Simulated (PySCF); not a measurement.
Molecule: `InChI=1S/C5H5FN/c6-5(3-7)4-1-2-4/h4H,1-2H2/q-1`.

Geometry (Å), atoms numbered from 1 in this order:
```xyz
12

N     2.5743    1.5143   -0.4319
C     1.9722    0.5444   -0.1639
C     1.2921   -0.5035    0.3767
F     1.9133   -1.7996    0.2136
C    -0.1765   -0.6165    0.3299
C    -1.0441   -0.0681   -0.7959
C    -1.0413    0.5863    0.5589
H    -0.5279   -1.5504    0.7654
H    -0.5520    0.4599   -1.6002
H    -1.9352   -0.6058   -1.1005
H    -0.5447    1.5422    0.6473
H    -1.9289    0.4960    1.1746
```

Total charge -1.

Frames of a GFN2-xTB Langevin trajectory at 600 K; GIAO PBE0/pcSseg-1 shieldings in PySCF 2.14, gas phase, non-relativistic; equivalent atoms averaged within each frame.

Shifts are taken against calculated references (same method and geometry level): NH3 for 15N (267.73 ppm); 13C (186.93 ppm) and 1H (31.72 ppm) against TMS; CFCl3 for 19F (170.95 ppm). The references are static minima.

How do the shifts (ppm) fluctuate along the trajectory?

Answers


| time (fs) | N1 | C2 | C3 | C5 | C6/C7 | F4 | H8 | H9/H11 | H10/H12 |
| --- | --- | --- | --- | --- | --- | --- | --- | --- | --- |
| 250 | 360.2 | 138.7 | 128.8 | 25.6 | 6.3 | -312.4 | 1.47 | 0.30 | -0.36 |
| 425 | 386.0 | 145.8 | 129.2 | 18.0 | 8.8 | -311.1 | 2.27 | 0.51 | 0.11 |
| 625 | 363.2 | 139.3 | 148.7 | 17.7 | 9.6 | -290.2 | 0.28 | 0.09 | 0.42 |
| 800 | 402.6 | 139.3 | 137.0 | 37.5 | 7.5 | -320.1 | 3.52 | 0.70 | -0.33 |
| 1000 | 370.9 | 153.3 | 135.0 | 15.1 | 14.9 | -299.5 | 1.59 | 1.25 | 0.82 |
| mean of frames | 376.6 | 143.3 | 135.7 | 22.8 | 9.4 | -306.7 | 1.83 | 0.57 | 0.13 |
| standard deviation | 17.6 | 6.3 | 8.1 | 9.1 | 3.3 | 11.8 | 1.19 | 0.45 | 0.50 |

5 frames give an uncertainty of the mean of about the standard deviation over 2.2 at best, since frames this close in time may not be independent; classical motion lacks zero-point vibration, and the reference would need the same averaging.
